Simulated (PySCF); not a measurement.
## Diatomic anions of Ta with the halogens

PBE0 with triple-zeta basis sets in PySCF, for the lowest determinant that a PBE0 search found; no spin–orbit coupling. De refers to high-spin ground-configuration atoms (the charge goes to the atom of lower measured ionisation energy or higher electron affinity, which is not always the lowest computed limit). A positive dipole points towards Ta; it is taken about the centre of mass and depends on that origin.

```
 M        basis  charged atom  state (unpaired electrons)  Re (Å)  ωe (cm⁻¹)  De (eV)  μ (D)
 F  def2-TZVPPD            F−         quartet (π ↑, δ ↑↑)   1.913        546      n/a  -0.94
Cl  def2-TZVPPD           Cl−         quartet (π ↑, δ ↑↑)   2.392        285      n/a  -0.13
Br  def2-TZVPPD           Br−         quartet (π ↑↑, δ ↑)   2.598        176      n/a   0.12
```

The shortest bond is that of TaF⁻ (1.913 Å), the longest that of TaBr⁻ (2.598 Å).

The state changes along the series, so neighbouring rows are not always alike in their bonding.

De is left out where the level can put another filling of the metal’s s and d shells below the measured ground configuration, by anything from nothing to about 1 eV. Spin–orbit coupling is left out, which matters for elements this heavy, above all for dissociation energies. The highest Kohn–Sham level is positive in some of these anions. Much of that is self-interaction error, but it also means that the finite basis helps to hold the extra electron. The state is the lowest single determinant that the PBE0 search found; with open d or f shells the true ground state can be another one.
